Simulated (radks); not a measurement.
All-electron atom: Rh30+ in [Ne] 3s2 3p3. Calculated with a radial shooting solver on a logarithmic mesh with Libxc functionals: scalar-relativistic Kohn-Sham, PBE, spin-polarised, spherical densities, point nucleus; open shells are filled with parallel spins first (spin-orbit coupling, left out, can overturn this in heavy ions).

Normalised radial functions P(r) = r R(r), r in bohr:

| r | 2p up | 3s down |
|---|---|---|
| 0.002148 | 0.0142 | 0.2200 |
| 0.002688 | 0.0212 | 0.2648 |
| 0.003336 | 0.0312 | 0.3147 |
| 0.00414 | 0.0460 | 0.3709 |
| 0.005179 | 0.0684 | 0.4352 |
| 0.006428 | 0.1002 | 0.5009 |
| 0.008042 | 0.1480 | 0.5691 |
| 0.009981 | 0.2143 | 0.6290 |
| 0.01239 | 0.3076 | 0.6744 |
| 0.0155 | 0.4423 | 0.6930 |
| 0.01923 | 0.6186 | 0.6676 |
| 0.02406 | 0.8594 | 0.5770 |
| 0.02986 | 1.1526 | 0.4105 |
| 0.03706 | 1.5024 | 0.1565 |
| 0.04637 | 1.9050 | -0.1916 |
| 0.05755 | 2.2910 | -0.5728 |
| 0.072 | 2.6207 | -0.9359 |
| 0.08936 | 2.7885 | -1.1414 |
| 0.1109 | 2.7349 | -1.0799 |
| 0.1387 | 2.4120 | -0.6443 |
| 0.1722 | 1.8861 | 0.1068 |
| 0.2154 | 1.2466 | 1.0260 |
| 0.2674 | 0.6931 | 1.7266 |
| 0.3318 | 0.3065 | 1.9591 |
| 0.4151 | 0.0973 | 1.6431 |
| 0.5152 | 0.0224 | 1.0376 |
| 0.6446 | 0.0031 | 0.4612 |
| 0.8 | 0.0003 | 0.1440 |
| 0.9929 | 0.0000 | 0.0286 |

2p up: eigenvalue -4513.5 eV, 0 radial nodes, <r> = 0.122 bohr, 90 % of the charge inside 0.198 bohr. 3s down: eigenvalue -1821.1 eV, 2 radial nodes at r = 0.0412, 0.168 bohr, <r> = 0.346 bohr, 90 % of the charge inside 0.503 bohr.
